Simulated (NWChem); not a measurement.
# GeI2, singlet; SMILES [I][Ge][I]

Computed with NWChem. Medium grid unless said otherwise, to which SCAN and Minnesota functionals are sensitive. Low-valent species are run as closed-shell singlets; no triplet was tried in these runs. All runs use the structure optimised with PBE0/def2-SVP. def2 effective core potentials on I; no spin-orbit coupling. Hybrids' shares of exact exchange are those that their runs print; pure functionals count as 0. The functionals differ in more than this share.

| row | share of exact exchange | orbital gap (eV) |
|---|---|---|
| PBE/def2-SVP | 0.00 | 2.32 |
| TPSS/def2-SVP | 0.00 | 2.41 |
| B3LYP/def2-SVP | 0.20 | 3.55 |
| M06/def2-SVP | 0.27 | 3.87 |
| M06-2X/def2-SVP | 0.54 | 5.76 |
| Hartree-Fock/def2-SVP | 1.00 | withheld |

**Question.** Fit a straight line of the last column on the one before it, predict the withheld value, and compare with the run.

**Answer.** 
1. Means of the 5 shown rows: x = 0.202, y = 3.582. Slope Σ(x − x̄)(y − ȳ)/Σ(x − x̄)² = 1.247/0.2005 = 6.222; intercept 2.325.
2. The shown rows scatter about the line by 0.079 (root mean square); the largest residual is -0.13, at M06/def2-SVP.
3. At x = 1.00 (Hartree-Fock/def2-SVP; beyond the shown range) the line gives 8.55.
4. The run gives 8.82, +0.27 from the line, 3.4 times the scatter.
